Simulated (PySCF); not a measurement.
Input of a run (PBE0-D3(BJ)/def2-TZVP geometry optimisation, gas phase (PySCF 2.14.0)), started from GFN2-xTB:
```
{"job": {"xc": "PBE0", "basis": "def2-TZVP", "d3": "d3bj", "grid": 2, "kind": "geom"}, "charge": 0, "multiplicity": 1}
O     -1.217984     1.643200     0.559074
C     -0.594642     0.686291     0.247773
C     -0.457658    -0.701322    -0.081630
C      0.659847     0.059089    -0.091566
Br     2.482850    -0.010639    -0.396203
H     -0.869290    -1.674628    -0.232724
```

Output (energies in Eh, forces in Eh/bohr):
```
step   0  E = -2763.77058235  max force = 0.018885
step   1  E = -2763.77059025  max force = 0.006047
step   2  E = -2763.77094745  max force = 0.004929
step   3  E = -2763.77122644  max force = 0.001499
step   4  E = -2763.77124120  max force = 0.000979
step   5  E = -2763.77125183  max force = 0.000314
optimisation converged
```

Q: Summarise the run.

A: The energy falls by 0.42 kcal/mol over 6 energy and gradient evaluations, the largest force component goes from 0.0189 to 3.1e-04 Eh/bohr, and the atoms move by 0.011 Å rms after alignment. The bond that changes most is C3–C4 (unsaturated ring CH carbon to unsaturated ring carbon), which shortens by 0.016 Å. Bonds longer at the end by more than 0.005 Å: 2 of 6; shorter: 2. Among the angles that change most is O1–C2–C4, from 150.6° to 152.8°. The energy never rose by more than 1e-6 Eh on the way. The first step brought 1 % of the lowering.

Q: What are the final bond lengths?

A: O1=C2 1.191 Å, C2–C3 1.433 Å, C3–C4 1.336 Å, C4–Br5 1.845 Å, C2–C4 1.431 Å, C3–H6 1.082 Å. Numbering counts from 1 in the input's order; the species is `O=c1cc1Br`.

The run used 178 basis functions and 48 SCF cycles in all. Time: 1.8 min of wall time; peak memory 0.72 GiB. Hardware: one thread of an Intel Xeon Platinum 8259CL at 2.50 GHz, shared host with 96 logical CPUs at a one-minute load of 57.

PBE0-D3(BJ)/def2-TZVP frequencies: not computed here.
